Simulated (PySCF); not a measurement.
**Orbital energies, ionisation energy and electron affinity**

Species: trans-Zr(PH3)2Cl4 (singlet state).
Z-matrix (Å and degrees, PBE0-D3(BJ)/def2-SVP geometry), rows numbered from 1:
```
Zr
P   1  2.7973
H   2  1.4176  1  115.61
H   2  1.4156  1  115.60  3  -115.19
H   2  1.4174  1  122.80  3   121.96
P   1  2.7995  2  172.92  3   176.96
H   6  1.4170  1  115.82  2  -146.96
H   6  1.4158  1  115.39  2    97.70
H   6  1.4177  1  122.73  2   -24.63
Cl  1  2.4037  2   74.55  3    58.20
Cl  1  2.3899  2   80.52  3  -114.46
Cl  1  2.4057  2  112.14  3   -27.05
Cl  1  2.3932  2   93.15  3   150.53
```

Level: PBE0/def2-SVPD (PySCF). Frontier orbitals with their largest atomic shares (Löwdin; up to four atoms above 4 %):

```tsv
orbital	ε (eV)	main atoms
HOMO−3	-8.61	Cl10 29 %, Cl13 26 %, Cl12 21 %, Cl11 20 %
HOMO−2	-8.54	Cl12 28 %, Cl10 22 %, Cl11 19 %, Cl13 14 %
HOMO−1	-8.25	Cl12 33 %, Cl10 24 %, Cl11 24 %, Cl13 18 %
HOMO	-8.21	?
LUMO	-2.52	Zr1 60 %, Cl11 10 %, Cl10 9 %, P6 9 %
LUMO+1	-2.50	Zr1 60 %, Cl12 10 %, Cl13 9 %, P2 9 %
LUMO+2	-1.91	Zr1 69 %, Cl13 9 %, Cl11 8 %, Cl10 7 %
```

Problem. What vertical ionisation energy does ΔSCF give, and how far is −ε(HOMO) from it?

Solution. ΔSCF: 9.70 eV (936 kJ/mol; threshold wavelength 128 nm); ⟨S²⟩ of the doublet left behind is 0.759, against 0.75 for a pure doublet. −ε(HOMO) is 8.21 eV, 1.49 eV below it. For the exact functional −ε(HOMO) would equal the first vertical ionisation energy; PBE0 (global hybrid, 25 % exact exchange) falls short of its own ΔSCF value by 15 %.

Problem. On which atoms does the HOMO lie?

Solution. Cl13 (chlorine bonded to Zr) 18 %, P2 (phosphorus bonded to Zr and 3 H) 16 %, P6 (phosphorus bonded to Zr and 3 H) 16 %, Cl11 (chlorine bonded to Zr) 15 %, so no atom holds as much as 40 %. The HOMO−1 lies 0.04 eV lower.

Problem. And the vertical electron affinity, the fundamental gap, Mulliken's electronegativity and the hardness (with the factor ½)?

Solution. EA = 1.17 eV by ΔSCF (−ε(LUMO) = 2.52 eV). IE − EA = 8.53 eV against an orbital gap of 5.69 eV; (IE + EA)/2 = 5.43 eV; (IE − EA)/2 = 4.26 eV. Parr's electrophilicity index (IE + EA)²/[8(IE − EA)] is 1.73 eV.

Problem. How many of the 10 lowest singlet excitations (vertical TDDFT, same level) lie below the ionisation energy?

Solution. All 10; they run from 4.41 to 4.89 eV.

Problem. Shift the occupied levels rigidly so that −ε(HOMO) equals the ΔSCF value. What binding energies result?

Solution. The shift is +1.49 eV: HOMO 9.70, HOMO−1 9.74, HOMO−2 10.03, HOMO−3 10.10 eV. A rigid shift is only a rough guide to the deeper ionisations.

Problem. What total energies stand behind the ΔSCF value?

Solution. E(N) = -2572.82988 Eh and E(N − 1) = -2572.47323 Eh at the same geometry, 0.35665 Eh apart. With one more electron, E(N + 1) = -2572.87270 Eh.

Geometry: PBE0-D3(BJ)/def2-SVP; no solvent, vibrations or thermal averaging. Atoms past krypton carry effective core potentials; spin–orbit coupling is left out.
